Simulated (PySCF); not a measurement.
# Löwdin shares of the frontier orbitals

Species: C5H6GeO2.
Bonds: C1–Ge2, Ge2–C3, C3–C4 (triple), C4–C5, C5–O6 (double), C5–C7, C7–O8 (double). Hydrogens: H9, H10, H11 on C1; H12, H13 on Ge2; H14 on C7.

Level of theory: TDDFT PBE0/def2-SVPD, vertical, gas phase, core orbitals frozen in the response in PySCF 2.14.0, density-fitted response routines. One conformer (not necessarily the lowest) at the GFN2-xTB geometry, without solvent, vibrations or thermal averaging. Relativistic effects, spin–orbit coupling among them, are left out although an element past zinc is present. Torsions of this conformer, `[CH3:1][GeH2:2][C:3]#[C:4][C:5](=[O:6])[CH:7]=[O:8]`: C4–C5–C7–O8 0°.

Frontier orbitals with the atoms that hold most of them (Löwdin shares over 4%, at most four atoms; ? is withheld):

```
orbital  ε (eV)                            atoms
 HOMO-3   -9.62     O6 40%, O8 30%, C7 8%, C5 8%
 HOMO-2   -8.74   C4 34%, C3 31%, O6 11%, Ge2 8%
 HOMO-1   -8.54                                ?
   HOMO   -7.84   O8 35%, O6 29%, C7 14%, C5 11%
   LUMO       ?                                ?
 LUMO+1   -0.83   C7 27%, O8 17%, C3 16%, C4 13%
 LUMO+2   -0.35  C4 22%, C3 22%, Ge2 20%, C1 10%
```

Problem. Give the leading atoms of the LUMO.

Solution. O6 (bonded to C) 25%; C5 (bonded to 2 C and O) 21%; O8 (bonded to C) 18%; C7 (bonded to C, O and H) 15%. By element: oxygen 43%, carbon 36% or more.

Problem. Which atoms hold the HOMO-1, and with what shares?

Solution. C3 (bonded to C and Ge) 34%; C4 (bonded to 2 C) 34%; C1 (bonded to Ge and 3 H) 9%; Ge2 (bonded to 2 C and 2 H) 7%. By element: carbon 77% or more, germanium 7%.

Problem. What is the LUMO energy, and the HOMO–LUMO gap?

Solution. ε(LUMO) = -3.27 eV; the gap is 4.56 eV (0.1678 hartree).

Problem. The HOMO–LUMO gap is 4.56 eV. Where does the response calculation put the lowest singlet, and from which orbitals?

Solution. S1 is at 2.61 eV (f = 0.0000), 1.96 eV below the gap, made of HOMO→LUMO (98%). 

Problem. One configuration dominates each of S1, S2, S4, S5 and S8. Which, and how do the shares of the two leading atoms of either orbital change from the occupied to the empty one?

Solution. 
- S1 (2.61 eV, f 0.0000), HOMO→LUMO (98%): O8 35% → 18%, O6 29% → 25%, C5 11% → 21%
- S2 (3.76 eV, f 0.0003), HOMO-1→LUMO (92%): C3 34% → at most 16%, C4 34% → at most 16%, O6 at most 8% → 25%, C5 at most 8% → 21%
- S4 (4.68 eV, f 0.167), HOMO-2→LUMO (94%): C4 34% → at most 16%, C3 31% → at most 16%, O6 11% → 25%, C5 at most 9% → 21%
- S5 (5.42 eV, f 0.0005), HOMO→LUMO+1 (86%): O8 35% → 17%, O6 29% → at most 14%, C7 14% → 27%
- S8 (6.19 eV, f 0.0002), HOMO-1→LUMO+1 (89%): C3 34% → 16%, C4 34% → 13%, C7 at most 8% → 27%, O8 at most 8% → 17%

Löwdin shares depend on the basis, the more so with diffuse functions.
